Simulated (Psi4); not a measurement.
Psi4 input (wB97X-D/6-31G*):

```
memory 1500 MB

molecule {
-1 2
C     0.05376400   -0.05495500    0.69375600
F     0.56897200    0.96305000   -0.20189900
F    -0.60481500   -0.92641400   -0.26060500
symmetry c1
no_reorient
no_com
}

set {
  basis 6-31G*
  reference uks
  scf_type pk
  dft_radial_points 99
  dft_spherical_points 590
  e_convergence 1e-8
  d_convergence 1e-7
  maxiter 150
}

e = energy('wb97x-d')
print_out(f'\nFINAL {e:.10f} DIPOLE {variable("CURRENT DIPOLE")[0]:.6f} {variable("CURRENT DIPOLE")[1]:.6f} {variable("CURRENT DIPOLE")[2]:.6f}\n')
```

Output:

```
   => Loading Basis Set <=

    Name: 6-31G*
    Role: ORBITAL
    Keyword: BASIS
    atoms 1   entry C          line   111 file 6-31gs.gbs
    atoms 2-3 entry F          line   162 file 6-31gs.gbs

   => WB97X-D: Empirical Dispersion <=

    Chai and Head-Gordon Dispersion Correction
    Chai, J.-D.; Head-Gordon, M. (2010), J. Chem. Phys., 132: 6615-6620

        s6 =       1.000000

         ---------------------------------------------------------
                                   SCF
               by Justin Turney, Rob Parrish, Andy Simmonett
                          and Daniel G. A. Smith
                              UKS Reference
         ---------------------------------------------------------

  ==> Geometry <==

    Molecular point group: c1
    Full point group: C1

    Geometry (in Angstrom), charge = -1, multiplicity = 2:

       Center              X                  Y                   Z               Mass
    ------------   -----------------  -----------------  -----------------  -----------------
         C            0.053764000000    -0.054955000000     0.693756000000    12.000000000000
         F            0.568972000000     0.963050000000    -0.201899000000    18.998403162730
         F           -0.604815000000    -0.926414000000    -0.260605000000    18.998403162730

  Running in c1 symmetry.

  Rotational constants: A =      2.13295  B =      0.35842  C =      0.30686 [cm^-1]
  Rotational constants: A =  63944.31639  B =  10745.11726  C =   9199.28220 [MHz]
  Nuclear repulsion =   58.663913667392904

  Charge       = -1
  Multiplicity = 2
  Electrons    = 25
  Nalpha       = 13
  Nbeta        = 12

  ==> Algorithm <==

  SCF Algorithm Type is PK.
  DIIS enabled.
  MOM disabled.
  Fractional occupation disabled.
  Guess Type is SAD.
  Energy threshold   = 1.00e-08
  Density threshold  = 1.00e-07
  Integral threshold = 1.00e-12

  ==> Primary Basis <==

  Basis Set: 6-31G*
    Blend: 6-31G*
    Number of shells: 18
    Number of basis functions: 45
    Number of Cartesian functions: 45
    Spherical Harmonics?: false
    Max angular momentum: 2

  ==> DFT Potential <==

   => LibXC <=

    Version 7.1.2
    S. Lehtola, C. Steigemann, M. J. T. Oliveira, and M. A. L. Marques,  SoftwareX 7, 1–5 (2018) (10.1016/j.softx.2017.11.002)

   => Composite Functional: WB97X-D <=

    wB97X-D Hyb-GGA Exchange-Correlation Functional

    J.-D. Chai and M. Head-Gordon,  Phys. Chem. Chem. Phys. 10, 6615–6620 (2008) (10.1039/B810189B)

    Deriv               =              1
    GGA                 =           TRUE
    Meta                =          FALSE

    Exchange Hybrid     =           TRUE
    MP2 Hybrid          =          FALSE

   => Exchange-Correlation Functionals <=

    1.0000   wB97X-D range-separated functional

   => Exact (HF) Exchange <=

    0.7780            HF,LR [omega = 0.2000]
    0.2220               HF

   => LibXC Density Thresholds  <==

    XC_HYB_GGA_XC_WB97X_D:  1.00E-14

   => Molecular Quadrature <=

    Radial Scheme          =       TREUTLER
    Pruning Scheme         =           NONE
    Nuclear Scheme         =       TREUTLER

    Blocking Scheme        =         OCTREE
    BS radius alpha        =              1
    Pruning alpha          =              1
    Radial Points          =             99
    Spherical Points       =            590
    Total Points           =         167739
    Total Blocks           =           1301
    Max Points             =            256
    Max Functions          =             45
    Weights Tolerance      =       1.00E-15

  ==> Integral Setup <==

  Using in-core PK algorithm.
   Calculation information:
      Number of atoms:                   3
      Number of AO shells:              18
      Number of primitives:             45
      Number of atomic orbitals:        45
      Number of basis functions:        45

      Integral cutoff                 1.00e-12
      Number of threads:                 1

  Performing in-core PK
  Using 1608390 doubles for integral storage.
  We computed 14453 shell quartets total.
  Whereas there are 14706 unique shell quartets.

  Computing range-separated integrals for PK
  We computed 14453 wK shell quartets total.
  Whereas there are 14706 wK unique shell quartets.

  ==> DiskJK: Disk-Based J/K Matrices <==

    J tasked:                  Yes
    K tasked:                  Yes
    wK tasked:                 Yes
    Omega:               2.000E-01
    Schwarz Cutoff:          1E-12


  Cached 100.0% of DFT collocation blocks in 0.199 [GiB].

  Minimum eigenvalue in the overlap matrix is 6.4497606579E-03.
  Reciprocal condition number of the overlap matrix is 1.3129692899E-03.
    Using symmetric orthogonalization.

  ==> Pre-Iterations <==

  SCF Guess: Superposition of Atomic Densities via on-the-fly atomic UHF (no occupation information).

   -------------------------
    Irrep   Nso     Nmo
   -------------------------
     A         45      45
   -------------------------
    Total      45      45
   -------------------------

  ==> Iterations <==

                        Total Energy        Delta E     RMS |[F,P]|

   @UKS iter SAD:  -236.75007680249922   -2.36750e+02   0.00000e+00
   @UKS iter   1:  -237.53711588168241   -7.87039e-01   9.01096e-03 ADIIS/DIIS
   @UKS iter   2:  -237.56617876433251   -2.90629e-02   7.35001e-03 ADIIS/DIIS
   @UKS iter   3:  -237.59517034729191   -2.89916e-02   1.43541e-03 ADIIS/DIIS
   @UKS iter   4:  -237.59670042377988   -1.53008e-03   2.16346e-04 ADIIS/DIIS
   @UKS iter   5:  -237.59676584380250   -6.54200e-05   5.54279e-05 DIIS
   @UKS iter   6:  -237.59677322313317   -7.37933e-06   1.71448e-05 DIIS
   @UKS iter   7:  -237.59677425451557   -1.03138e-06   3.34595e-06 DIIS
   @UKS iter   8:  -237.59677428491855   -3.04030e-08   6.24686e-07 DIIS
   @UKS iter   9:  -237.59677428576174   -8.43187e-10   1.76073e-07 DIIS
   @UKS iter  10:  -237.59677428586591   -1.04166e-10   5.11759e-08 DIIS
  Energy and wave function converged.

  ==> Post-Iterations <==

   Electrons on quadrature grid:
      Nalpha   =   12.9999999248 ; deviation = -7.520e-08
      Nbeta    =   11.9999999473 ; deviation = -5.270e-08
      Ntotal   =   24.9999998721 ; deviation = -1.279e-07

   @Spin Contamination Metric:   4.118317751E-03
   @S^2 Expected:                7.500000000E-01
   @S^2 Observed:                7.541183178E-01
   @S   Expected:                5.000000000E-01
   @S   Observed:                5.000000000E-01

    Orbital Energies [Eh]
    ---------------------

    Alpha Occupied:

       1A    -24.517698     2A    -24.517695     3A    -10.078889
       4A     -1.008650     5A     -0.962009     6A     -0.425033
       7A     -0.287260     8A     -0.257132     9A     -0.248486
      10A     -0.203106    11A     -0.173268    12A     -0.074019
      13A      0.051512

    Alpha Virtual:

      14A      0.496203    15A      0.527850    16A      0.892357
      17A      0.905333    18A      0.906580    19A      0.962046
      20A      1.428439    21A      1.453874    22A      1.486263
      23A      1.550455    24A      1.580048    25A      1.717229
      26A      1.826521    27A      1.854688    28A      1.897070
      29A      1.907046    30A      1.998474    31A      2.208229
      32A      2.210954    33A      2.242035    34A      2.274563
      35A      2.376862    36A      2.378645    37A      2.449181
      38A      2.720236    39A      2.729885    40A      2.914383
      41A      3.211623    42A      3.427206    43A      4.288296
      44A      4.349675    45A      4.540506

    Beta Occupied:

       1A    -24.515443     2A    -24.515442     3A    -10.067358
       4A     -1.000678     5A     -0.956269     6A     -0.398743
       7A     -0.281432     8A     -0.243298     9A     -0.229835
      10A     -0.184498    11A     -0.171631    12A     -0.045607

    Beta Virtual:

      13A      0.371552    14A      0.512165    15A      0.558143
      16A      0.905173    17A      0.921688    18A      0.968442
      19A      0.978199    20A      1.430131    21A      1.456585
      22A      1.493928    23A      1.566942    24A      1.596342
      25A      1.718332    26A      1.833332    27A      1.884788
      28A      1.924338    29A      1.928727    30A      1.999038
      31A      2.211204    32A      2.215424    33A      2.244961
      34A      2.280477    35A      2.388409    36A      2.429594
      37A      2.450767    38A      2.753920    39A      2.765784
      40A      2.926501    41A      3.229465    42A      3.439442
      43A      4.290994    44A      4.356325    45A      4.583118

    Final Occupation by Irrep:
              A
    DOCC [    12 ]
    SOCC [     1 ]
    NA   [    13 ]
    NB   [    12 ]

  @UKS Final Energy:  -237.59677428586591

   => Energetics <=

    Nuclear Repulsion Energy =             58.6639136673929045
    One-Electron Energy =                -454.4204014550765578
    Two-Electron Energy =                 176.8732144965516966
    DFT Exchange-Correlation Energy =     -18.7134270035706933
    Empirical Dispersion Energy =          -0.0000739911632204
    VV10 Nonlocal Energy =                  0.0000000000000000
    Total Energy =                       -237.5967742858659051

  UHF NO Occupations:
  HONO-2 :   11  A 1.9997677
  HONO-1 :   12  A 1.9984642
  HONO-0 :   13  A 1.0000000
  LUNO+0 :   14  A 0.0015358
  LUNO+1 :   15  A 0.0002323
  LUNO+2 :   16  A 0.0001805
  LUNO+3 :   17  A 0.0000724

Computation Completed

Properties will be evaluated at   0.000000,   0.000000,   0.000000 [a0]

Properties computed using the SCF density matrix

 Multipole Moments:

 ------------------------------------------------------------------------------------
     Multipole            Electronic (a.u.)      Nuclear  (a.u.)        Total (a.u.)
 ------------------------------------------------------------------------------------

 L = 1.  Multiply by 2.5417464519 to convert [e a0] to [Debye]
 Dipole X            :         -0.0557282           -0.0000057           -0.0557339
 Dipole Y            :          0.0569810           -0.0000113            0.0569696
 Dipole Z            :         -0.7191799            0.0000000           -0.7191799
 Magnitude           :                                                    0.7235825

 ------------------------------------------------------------------------------------

FINAL -237.5967742859 DIPOLE -0.055734 0.056970 -0.719180

*** Psi4 exiting successfully. Buy a developer a beer!
```

The dipole moment of an ion depends on the origin.

The geometry given is a B3LYP-D3(BJ)/def2-TZVP minimum.
